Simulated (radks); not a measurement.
Species: Xe IV. Configuration: [Kr] 4d10 5s1.5 5p3.5 (fractional occupations, a model configuration). Calculated with a radial shooting solver on a logarithmic mesh with Libxc functionals: scalar-relativistic Kohn-Sham, r2SCAN, spin-polarised, spherical densities, finite nucleus; open shells are filled with parallel spins first (spin-orbit coupling, left out, can overturn this in heavy ions); meta-GGA in the generalised Kohn-Sham scheme; Fermi nuclear charge, rms radius 4.7859 fm. Some entries of the table are withheld. Estimate them.

| orbital | occ. | eigenvalue (eV) | <1/r> (bohr^-1) | <r> (bohr) |
|---|---|---|---|---|
| 1s up | 1 | -34466.16 | 58.10 | 0.02666 |
| 1s down | 1 | -34465.93 | 58.10 | 0.02666 |
| 2s up | 1 | -5410.726 | 13.35 | 0.1146 |
| 2s down | 1 | -5410.684 | 13.35 | 0.1146 |
| 2p up | 3 | -4855.483 | 12.73 | 0.1003 |
| 2p down | 3 | -4855.338 | 12.73 | 0.1003 |
| 3s up | 1 | -1141.082 | 4.808 | 0.3057 |
| 3s down | 1 | -1140.953 | 4.807 | 0.3057 |
| 3p up | 3 | -960.6089 | 4.561 | 0.3039 |
| 3p down | 3 | -960.4384 | 4.561 | 0.3039 |
| 3d up | 5 | -693.3546 | 4.311 | 0.2809 |
| 3d down | 5 | -693.1765 | 4.311 | 0.2808 |
| 4s up | 1 | -236.5891 | 1.947 | 0.7169 |
| 4s down | 1 | -236.1728 | 1.944 | 0.7174 |
| 4p up | 3 | -179.0768 | 1.788 | (1) |
| 4p down | 3 | -178.6903 | 1.787 | (2) |
| 4d up | 5 | (3) | (4) | 0.8748 |
| 4d down | 5 | (5) | (6) | 0.8686 |
| 5s up | 1 | -52.7600 | 0.7432 | 1.754 |
| 5s down | 0.5 | -48.5466 | 0.7508 | 1.750 |
| 5p up | 3 | -38.9618 | 0.6480 | 1.990 |
| 5p down | 0.5 | -34.9949 | 0.6385 | 2.025 |

Answer. 
(1) 4p up <r> (bohr): 0.7646
(2) 4p down <r> (bohr): 0.7642
(3) 4d up eigenvalue (eV): -94.9455
(4) 4d up <1/r> (bohr^-1): 1.514
(5) 4d down eigenvalue (eV): -94.3716
(6) 4d down <1/r> (bohr^-1): 1.521
